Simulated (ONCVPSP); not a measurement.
**C (Z = 6), ONCV: configuration errors across variants**

- Element: C (Z = 6)
- Generator: ONCVPSP 4.0.1
- Type: optimised norm-conserving Vanderbilt (ONCV)
- Functional: PBE
- Relativity: scalar-relativistic
- Frozen core: [He]
- Valence charge: 4
- Reference configuration: 2s2 2p1.5 (charge +0.5)
- Partial waves: 2s: rc 1.15 bohr, ncon 5, nbas 8, qcut 5.1 1/bohr, local; 2p: rc 2.40 bohr, ncon 4, nbas 7, qcut 6.8 1/bohr, 2 projectors, debl 0.4 Ha; d scattering state at 0.16 Ha: rc 2.10 bohr, ncon 5, nbas 9, qcut 4.4 1/bohr, 3 projectors, debl 1.5 Ha
- Local potential: the s channel
- Core correction: Teter function, fcfact 2.25, rcfact 1.45

All-electron excitation energies from the reference (eV): (1) 2s2 2p2 -3.963; (2) 2s2 2p1 6.898; (3) 2s2 2p0 31.054; (4) 2s1 2p2 15.652.

A true bound ghost makes a file unfit for plane-wave use even where its test errors are small: the radial tests pick states by their node count and pass the ghost by.

Errors AE − PS in meV (a dash: test not solved or not reliable):

```tsv
change	(1)	(2)	(3)	(4)	bound ghosts	GHOST(+) flags above zero
base	+8.0	+19	+329	-36	none	d
s: qcut 3.3; p: qcut 4.4; d: qcut 2.8	+17	+38	+612	-79	d	d
s: qcut 3.9; p: qcut 5.1; d: qcut 3.3	+13	+30	+498	-62	d	d
s: qcut 4.3; p: qcut 5.8; d: qcut 3.7	+11	+25	+416	-49	d	d
s: qcut 4.6; p: qcut 6.1; d: qcut 4	+9.9	+23	+389	-45	d	d
p: qcut 6.7	+8.3	+19	+337	-38	none	d
s: qcut 5.5; p: qcut 7.3; d: qcut 4.7	+7.3	+17	+305	-32	none	d
s: qcut 6; p: qcut 7.9; d: qcut 5.1	+5.9	+14	+256	-25	none	none
s: qcut 7; p: qcut 9.3; d: qcut 6	+5.1	+12	+227	-22	none	none
s: qcut 7.3; p: qcut 9.8; d: qcut 6.3	+5.8	+14	+252	-25	none	none
```

**Question.** Give the same row for: s: qcut 6.5; p: qcut 8.7; d: qcut 5.6.

**Answer.** +6.3, +15, +271, -28; bound ghosts: none; GHOST(+) flags above zero: none.
